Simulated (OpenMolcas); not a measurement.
**Computed levels of Ne³⁺**

```
Program             : OpenMolcas
Method              : CASSCF
Basis               : ANO-RCC-VTZP [4s3p2d1f]
Scalar Hamiltonian  : DKH2, point nucleus
Active space        : 5 electrons in 8 orbitals (2s 2p 3s 3p)
State averaging     : 2S+1 = 4 odd, 1 root; 2S+1 = 2 odd, 8 roots; 2S+1 = 4 even, 3 roots; 2S+1 = 2 even, 6 roots
Spin-orbit coupling : RASSI with atomic mean-field integrals over the reference wave functions, term energies averaged over their components
```

Spin-free terms above the lowest, with the occupations of the reference (each correlating shell added to its valence partner):

```csv
Configuration,Term,E (cm⁻¹),Occupations
2s² 2p³,⁴S°,0.0,2s 2.00 2p 3.00
2s² 2p³,²D°,45044,2s 2.00 2p 3.00
2s² 2p³,²P°,61580,2s 1.95 2p 3.05
2s 2p⁴,⁴P,184238,2s 1.00 2p 4.00
2s 2p⁴,²D,264701,2s 1.00 2p 4.00
```

With spin-orbit coupling, above the lowest level:

```
Configuration  Term    J  E (cm⁻¹)  Measured (cm⁻¹)  Term weight %
      2s² 2p³   ⁴S°  3/2       0.0              0.0            100
      2s² 2p³   ²D°  3/2     45010                             100
      2s² 2p³   ²D°  5/2     45056                             100
      2s² 2p³   ²P°  1/2     61586                             100
      2s² 2p³   ²P°  3/2     61628                             100
       2s 2p⁴    ⁴P  5/2    183921           183860            100
       2s 2p⁴    ⁴P  3/2    184459           184477            100
       2s 2p⁴    ⁴P  1/2    184776           184799            100
       2s 2p⁴    ²D  3/2    264701                             100
       2s 2p⁴    ²D  5/2    264715                             100
```

Against the 3 measured excited levels shown (Moore, Atomic Energy Levels, vol. I, NSRDS-NBS 35 (1971 reprint of NBS Circular 467, 1949)) the mean absolute deviation is 34 cm-1; the largest miss in energy is 2s 2p⁴ ⁴P_5/2: computed 183921, measured 183860 cm⁻¹ (0 %).

Spin-orbit coupling puts the lowest level 7.2 cm⁻¹ below the lowest spin-free term.

Active for correlation alone: 3p 3s; no level in the range computed is led by a configuration that fills them, so any true level of that kind is missing. Measured partners are found by configuration, term and J. A level has none where our copy of the source lacks it or the pairing is in doubt (some pairs that miss far off the trend of their configuration count as doubtful), and it then counts in no deviation. Levels of configurations outside the active space are missing. The first state left out of the spin-orbit step lies near 340000 cm-1 above the lowest spin-free state of the reference (among the parities and spins computed), and the list stops at four fifths of that energy or lower.

The term weight is that of the spin-free term in the level, not the purity of its configuration. ° marks odd parity.
